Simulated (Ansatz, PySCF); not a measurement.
The pair A = BH3 (SMILES B) (first 4 atoms), B = C3H9N (SMILES CN(C)C); geometry from B3LYP-D3(BJ)/def2-TZVP.
(charge 0, multiplicity 1):
```xyz
17

B     -0.38676     0.02679     1.27119
H      0.48750     0.64584     0.70918
H     -0.41461    -1.14254     0.96246
H     -1.46898     0.56276     1.20110
C      1.33713    -0.58818     3.05881
N      0.01419     0.05096     2.86990
C      0.07277     1.45276     3.34514
C     -1.00562    -0.68988     3.64803
H      1.61717    -0.58068     4.11479
H      2.07367    -0.04350     2.47419
H      1.28506    -1.61066     2.69444
H      0.33831     1.48567     4.40437
H     -0.89900     1.91386     3.19018
H      0.81399     1.98870     2.75836
H     -0.75412    -0.68218     4.71117
H     -1.97280    -0.22009     3.49057
H     -1.04758    -1.71242     3.28252
```

Run with Ansatz (a quantum-chemistry and plane-wave program) with Gaussian orbitals; PySCF for the dispersion terms. Values without a source in brackets are computed.

The monomers are drawn apart, rigid, along the line of their centres of mass. Counterpoise-corrected interaction energies (kcal/mol):

| level | R = 2.774 Å | R = 3.433 Å |
|---|---|---|
| PBE/def2-TZVPPD | -29.5160 | -11.4857 |
| PBE-D3(BJ)/def2-TZVPPD | -31.6555 | -12.7436 |

R is the distance of the centres of mass. Find the local exponent m of E ∝ R⁻ᵐ between the two points.


m = ln(E₁/E₂)/ln(R₂/R₁): PBE/def2-TZVPPD 4.4; PBE-D3(BJ)/def2-TZVPPD 4.3. For scale, two fixed dipoles give m = 3, dipole and quadrupole 4, quadrupoles 5, and dispersion or dipole-induced dipole 6 at long range; at these distances several terms mix, and what is left of overlap and damping shifts m, so it need not match one of them.
